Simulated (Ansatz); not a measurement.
Total energies of `N[SiH2][TeH]`.

Cartesian coordinates in Å:
```
N -0.3622 0.6030 -1.2105
Si 0.6424 0.1999 0.1182
Te 0.1023 -1.8845 1.4138
H -0.4721 -0.0549 -1.9668
H -1.2315 1.0804 -1.0294
H 0.6053 1.3585 1.0413
H 2.0157 -0.0806 -0.3673
H -1.2999 -1.2219 2.0006
```

Total charge 0; spin multiplicity 1. Correlated methods include outer-core shells of Te, which these sets cover unevenly. Te: def2 effective core potential. Geometry: relaxed with PBE0-D4/def2-TZVP. It is one conformer, not always the lowest. Basis def2-TZVPP, the Gaussian-basis code of Ansatz.

RPA on PBE orbitals: Hartree–Fock energy of these orbitals -613.33766 Eh, correlation -1.19773 Eh (frozen core).

```tsv
functional	energy without D4 (Eh)	D4 term (kJ/mol)
BLYP	-615.27270	-36.4
B97M-V	-615.26001	–
r2SCANh	-615.38612	-4.2
r2SCAN0	-615.36372	-4.7
BHLYP	-615.26405	-23.9
CAM-B3LYP	-615.33145	-15.0
LC-ωPBE	-615.26784	–
ωB97X-V	-615.27537	–
B2PLYP	-615.01066	–
PBE-QIDH	-614.92336	–
```

**Question.** Give the same for LDA (SPW92), PBE, revPBE, r2SCAN, PBE0, B3LYP, HSE06 (plane-wave form), ωB97M-V. (Best estimate.)

**Answer.** Computed: 
```json
{"functional": "LDA (SPW92)", "energy without D4 (Eh)": "-613.32137", "D4 term (kJ/mol)": "–"}
{"functional": "PBE", "energy without D4 (Eh)": "-615.12321", "D4 term (kJ/mol)": "-16.9"}
{"functional": "revPBE", "energy without D4 (Eh)": "-615.32022", "D4 term (kJ/mol)": "-45.2"}
{"functional": "r2SCAN", "energy without D4 (Eh)": "-615.40160", "D4 term (kJ/mol)": "-3.9"}
{"functional": "PBE0", "energy without D4 (Eh)": "-615.17752", "D4 term (kJ/mol)": "-14.4"}
{"functional": "B3LYP", "energy without D4 (Eh)": "-615.47110", "D4 term (kJ/mol)": "-27.7"}
{"functional": "HSE06 (plane-wave form)", "energy without D4 (Eh)": "-615.16595", "D4 term (kJ/mol)": "-13.6"}
{"functional": "ωB97M-V", "energy without D4 (Eh)": "-615.27272", "D4 term (kJ/mol)": "–"}
```

B3LYP takes the VWN-RPA correlation (the form of Gaussian; ORCA's B3LYP/G). HSE06 is the plane-wave form, built on full-range PBE exchange. The double hybrids freeze the cores in their second-order part.

LC-ωPBE has ω = 0.4 bohr⁻¹.
